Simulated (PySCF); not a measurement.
**Structure from 2D NMR**

Compound of formula C4H5N3. Correlations simulated from computed shifts and couplings:

HSQC (one-bond C–H):
```csv
δH,δC,"1J(C,H) (Hz)"
9.85,162.9,213
9.67,157.8,191
2.70,24.0,134
```

COSY cross peaks (|J| ≥ 2 Hz):
```csv
δH,δH,abs. J (Hz),bonds
9.85,9.67,2.2,5
```

HMBC (two and three bonds, |J| ≥ 2.5 Hz):
```csv
δH,δC [abs. J in Hz]
9.85,163.6 [8.4]
9.67,163.6 [10.0]
2.70,"163.6 [6.4], 157.8 [4.4]"
```

Carbons without hydrogens: δ 163.6.

How the numbers were obtained: NMR shieldings at PBE0/pcSseg-1/GIAO, couplings computed with B3LYP/pcJ-1 (spin–dipole term only in couplings to heteroatoms), geometry: GFN2-xTB, in PySCF 2.14.0 with density-fitted response routines (relativity neglected, fast rotation and ring inversion assumed for equivalent nuclei, one computed conformer, gas phase).

δ = σ(ref) − σ, references computed at the same level: 1H (31.72 ppm) and 13C (186.93 ppm) against TMS.

Exchangeable hydrogens are left out of these lists, and C,H couplings along chains are those of one rotamer, so weak HMBC peaks may be missing or extra.

Q: Work out the connectivity.

A: SMILES Cc1cnncn1.

Structure with atom numbers: `[CH3:1][c:2]1[cH:3][n:4][n:5][cH:6][n:7]1`. Hydrogens are named by the atom that carries them.

δC 163.6 is C2, a substituted aromatic carbon next to a ring nitrogen. δC 162.9 is C6, an aromatic CH between two ring heteroatoms (δH 9.85). δC 157.8 is C3, an aromatic CH next to a ring nitrogen (δH 9.67). δC 24.0 is C1, a methyl carbon on an aromatic ring (δH 2.70). HMBC from δH 9.85 reaches the proton-free carbon C2. HMBC from δH 9.67 reaches the proton-free carbon C2. HMBC from δH 2.70 reaches the proton-free carbon C2. COSY links 9.85–9.67.

The shifts were computed for this structure.

Shifts are as computed. Against solution values, carbons near 30 ppm lie about +3 ppm off and those near 130 ppm about +5 ppm. Of 1211 compounds with measured shifts, 218 miss one by over three times the rms of a fit or turn the order of signals round; such compounds aren't used in these exercises.
